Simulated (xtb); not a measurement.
A run for xtb: GFN2-xTB on FH3Sn (SMILES [F][SnH3]), a point of a bond scan (R = 3.881 Å).

```
$ xtb mol.xyz --gfn 2 --sp --chrg 0 --uhf 0
5

Sn    -0.23519491    -0.07216408    -0.08673068
F      3.26407155     1.00150432     1.20366180
H      0.08984727    -1.18217036    -1.33958590
H     -0.96056705     1.37602894    -0.61963295
H     -0.99947951    -0.76768566     1.26956257
```

It printed:

```
[...]
           -------------------------------------------------
          |                Calculation Setup                |
           -------------------------------------------------



molecular fragmentation (1/2 indicates fragments):
12111
# atoms in fragment 1/2:     4     1
 fragment masses (1/2) :      121.73       19.00
CMA distance (Bohr)    :   7.354
constraining FC (au)   :  0.0500

           -------------------------------------------------
          |                 G F N 2 - x T B                 |
           -------------------------------------------------

        Reference                      10.1021/acs.jctc.8b01176
      * Hamiltonian:
        H0-scaling (s, p, d)           1.850000    2.230000    2.230000
        zeta-weighting                 0.500000
      * Dispersion:
        s8                             2.700000
        a1                             0.520000
        a2                             5.000000
        s9                             5.000000
      * Repulsion:
        kExp                           1.500000    1.000000
        rExp                           1.000000
      * Coulomb:
        alpha                          2.000000
        third order                    shell-resolved
        anisotropic                    true
        a3                             3.000000
        a5                             4.000000
        cn-shift                       1.200000
        cn-exp                         4.000000
        max-rad                        5.000000


          ...................................................
          :                      SETUP                      :
          :.................................................:
          :  # basis functions                  17          :
          :  # atomic orbitals                  16          :
          :  # shells                            8          :
          :  # electrons                        14          :
          :  max. iterations                   250          :
          :  Hamiltonian                  GFN2-xTB          :
          :  restarted?                      false          :
          :  GBSA solvation                  false          :
          :  PC potential                    false          :
          :  electronic temp.          300.0000000     K    :
          :  accuracy                    1.0000000          :
          :  -> integral cutoff          0.2500000E+02      :
          :  -> integral neglect         0.1000000E-07      :
          :  -> SCF convergence          0.1000000E-05 Eh   :
          :  -> wf. convergence          0.1000000E-03 e    :
          :  Broyden damping             0.4000000          :
          :  net charge                          0          :
          :  unpaired electrons                  0          :
          ...................................................

 iter      E             dE          RMSdq      gap      omega  full diag
   1     -7.1991773 -0.719918E+01  0.144E+01    0.00       0.0  T
   2     -7.8170966 -0.617919E+00  0.211E+01    4.00       1.0  T
   3     -8.0845746 -0.267478E+00  0.192E+01    3.34       1.0  T
   4     -8.0886727 -0.409811E-02  0.200E+01    3.30       1.0  T
   5     -7.3922733  0.696399E+00  0.208E+01    0.00       1.0  T
   6     -7.2936739  0.985994E-01  0.236E+01    0.00       1.0  T
   7      7.9679232  0.152616E+02  0.297E+01    0.00       1.0  T
   8     -7.6246561 -0.155926E+02  0.139E+01    0.01       1.0  T
   9     -8.1269062 -0.502250E+00  0.158E+01    3.19       1.0  T
  10     -8.1533369 -0.264308E-01  0.912E+00    1.68       1.0  T
  11     -8.1701352 -0.167983E-01  0.712E+00    0.84       1.0  T
  12     -8.1561763  0.139589E-01  0.863E+00    1.53       1.0  T
  13     -8.1555260  0.650260E-03  0.833E+00    1.58       1.0  T
  14     -8.1545837  0.942300E-03  0.772E+00    1.59       1.0  T
  15     -8.2460773 -0.914936E-01  0.246E+00    0.24       1.0  T
  16     -7.5136951  0.732382E+00  0.123E+01    0.00       1.0  T
  17     -8.1563529 -0.642658E+00  0.928E+00    1.54       1.0  T
  18     -7.6762757  0.480077E+00  0.129E+01    0.03       1.0  T
  19     -8.1668477 -0.490572E+00  0.775E+00    1.00       1.0  T
  20     -7.5587707  0.608077E+00  0.144E+01    0.01       1.0  T
  21     -8.1651919 -0.606421E+00  0.726E+00    1.03       1.0  T
  22     -7.9517620  0.213430E+00  0.103E+01    0.07       1.0  T
  23     -8.1432296 -0.191468E+00  0.614E+00    0.11       1.0  T
  24     -7.5086921  0.634538E+00  0.140E+01    0.00       1.0  T
  25     -8.2118557 -0.703164E+00  0.488E+00    0.40       1.0  T
  26     -7.8707996  0.341056E+00  0.108E+01    0.06       1.0  T
  27     -8.2367381 -0.365938E+00  0.291E+00    0.29       1.0  T
  28     -7.7818994  0.454839E+00  0.117E+01    0.05       1.0  T
  29     -8.2492120 -0.467313E+00  0.129E+00    0.19       1.0  T
  30     -7.8124256  0.436786E+00  0.112E+01    0.06       1.0  T
  31     -8.0691617 -0.256736E+00  0.784E+00
[...]
-0.145037E-03  0.617E-01    0.24       1.0  T
  55     -8.2511208 -0.333427E-05  0.609E-01    0.24       1.0  T
  56     -8.2511257 -0.480915E-05  0.619E-01    0.24       1.0  T
  57     -8.2511240  0.165888E-05  0.557E-01    0.24       1.0  T
  58     -8.2511270 -0.303584E-05  0.498E-01    0.24       1.0  T
  59     -8.2511287 -0.167087E-05  0.375E-01    0.24       1.0  T
  60     -8.2511368 -0.808593E-05  0.271E-01    0.24       1.0  T
  61     -8.2511426 -0.576776E-05  0.173E-01    0.24       1.0  T
  62     -8.2511465 -0.398194E-05  0.104E-01    0.24       1.0  T
  63     -8.2511481 -0.154552E-05  0.561E-02    0.24       1.0  T
  64     -8.2511486 -0.561522E-06  0.284E-02    0.24       1.6  T
  65     -8.2511488 -0.153379E-06  0.115E-02    0.24       3.9  T
  66     -8.2511488 -0.380429E-07  0.219E-03    0.24      20.4  T
  67     -8.2511488 -0.231279E-08  0.350E-04    0.24     127.9  T
  68     -8.2511488 -0.271413E-09  0.775E-05    0.24     576.9  T

   *** convergence criteria satisfied after 68 iterations ***

         #    Occupation            Energy/Eh            Energy/eV
      -------------------------------------------------------------
         1        2.0000           -0.8550313             -23.2666
         2        2.0000           -0.6752289             -18.3739
         3        2.0000           -0.5013630             -13.6428
         4        2.0000           -0.5013630             -13.6428
         5        1.9991           -0.3887946             -10.5796
         6        1.9870           -0.3863022             -10.5118
         7        1.9870           -0.3863022             -10.5118 (HOMO)
         8        0.0270           -0.3774465             -10.2708 (LUMO)
         9                         -0.2512138              -6.8359
        10                         -0.2338196              -6.3626
        11                         -0.2338196              -6.3626
        12                         -0.1746375              -4.7521
       ...                                ...                  ...
        16                          0.5092159              13.8565
      -------------------------------------------------------------
                  HL-Gap            0.0088557 Eh            0.2410 eV
             Fermi-level           -0.3815247 Eh          -10.3818 eV

 SCC (total)                   0 d,  0 h,  0 min,  0.007 sec
 SCC setup                      ...        0 min,  0.000 sec (  1.002%)
 Dispersion                     ...        0 min,  0.000 sec (  0.324%)
 classical contributions        ...        0 min,  0.000 sec (  0.189%)
 integral evaluation            ...        0 min,  0.000 sec (  3.613%)
 iterations                     ...        0 min,  0.006 sec ( 88.902%)
 molecular gradient             ...        0 min,  0.000 sec (  4.785%)
 printout                       ...        0 min,  0.000 sec (  1.082%)

         :::::::::::::::::::::::::::::::::::::::::::::::::::::
         ::                     SUMMARY                     ::
         :::::::::::::::::::::::::::::::::::::::::::::::::::::
         :: total energy              -8.242720819656 Eh    ::
         :: gradient norm              0.032212770601 Eh/a0 ::
         :: HOMO-LUMO gap              0.240975018240 eV    ::
         ::.................................................::
         :: SCC energy                -8.251147797659 Eh    ::
         :: -> isotropic ES            0.050785277058 Eh    ::
         :: -> anisotropic ES         -0.001831560451 Eh    ::
         :: -> anisotropic XC          0.000006680081 Eh    ::
         :: -> dispersion             -0.001178144630 Eh    ::
         :: repulsion energy           0.008426978002 Eh    ::
         :: add. restraining           0.000000000000 Eh    ::
         :: total charge              -0.000000000000 e     ::
         :::::::::::::::::::::::::::::::::::::::::::::::::::::

           -------------------------------------------------
          |                Property Printout                |
           -------------------------------------------------

    * Orbital Energies and Occupations

         #    Occupation            Energy/Eh            Energy/eV
      -------------------------------------------------------------
         1        2.0000           -0.8550313             -23.2666
         2        2.0000           -0.6752289             -18.3739
         3        2.0000           -0.5013630             -13.6428
         4        2.0000           -0.5013630             -13.6428
         5        1.9991           -0.3887946             -10.5796
         6        1.9870           -0.3863022             -10.5118
         7        1.9870           -0.3863022             -10.5118 (HOMO)
         8        0.0270           -0.3774465             -10.2708 (LUMO)
         9                         -0.2512138              -6.8359
        10                         -0.2338196              -6.3626
        11                         -0.2338196              -6.3626
        12                         -0.1746375              -4.7521
        13                         -0.1746375              -4.7521
        14                          0.0304699               0.8291
        15                          0.5092159              13.8565
        16                          0.5092159              13.8565
      -------------------------------------------------------------
                  HL-Gap            0.0088557 Eh            0.2410 eV
Note: The following floating-point exceptions are signalling: IEEE_DENORMAL
normal termination of xtb
             Fermi-level           -0.3815247 Eh          -10.3818 eV

     #   Z          covCN         q      C6AA      α(0)
     1  50 Sn       2.777     0.233   387.013    38.892
     2   9 F        0.000    -0.418    14.215     4.391
     3   1 H        0.926     0.062     2.180     2.309
     4   1 H        0.926     0.062     2.180     2.309
     5   1 H        0.926     0.062     2.180     2.309

 Mol. C6AA /au·bohr⁶  :        757.105955
 Mol. C8AA /au·bohr⁸  :      62357.707022
 Mol. α(0) /au        :         50.210060


Wiberg/Mayer (AO) data.
largest (>0.10) Wiberg bond orders for each atom

 ---------------------------------------------------------------------------
     #   Z sym  total        # sym  WBO       # sym  WBO       # sym  WBO
 ---------------------------------------------------------------------------
     1  50 Sn   2.579 --     5 H    0.681     3 H    0.681     4 H    0.681
                             2 F    0.537
     2   9 F    0.812 --     1 Sn   0.537
     3   1 H    0.991 --     1 Sn   0.681     4 H    0.109     5 H    0.109
     4   1 H    0.991 --     1 Sn   0.681     3 H    0.109     5 H    0.109
     5   1 H    0.991 --     1 Sn   0.681     3 H    0.109     4 H    0.109
 ---------------------------------------------------------------------------

Topologies differ in total number of bonds
Writing topology from bond orders to xtbtopo.mol

molecular dipole:
                 x           y           z       tot (Debye)
 q only:       -2.900      -0.890      -1.069
   full:       -2.860      -0.877      -1.055       8.062
molecular quadrupole (traceless):
                xx          xy          yy          xz          yz          zz
 q only:      -14.454      -7.517       7.740      -9.035      -2.772       6.714
  q+dip:      -14.798      -7.696       7.924      -9.250      -2.838       6.874
   full:      -13.650      -7.099       7.309      -8.532      -2.618       6.341


           -------------------------------------------------
          | TOTAL ENERGY               -8.242720819656 Eh   |
          | GRADIENT NORM               0.032212770601 Eh/α |
          | HOMO-LUMO GAP               0.240975018240 eV   |
           -------------------------------------------------

------------------------------------------------------------------------
------------------------------------------------------------------------
 total:
 SCF:
```

The run finished.

Cost: very roughly 0.03 core-seconds.
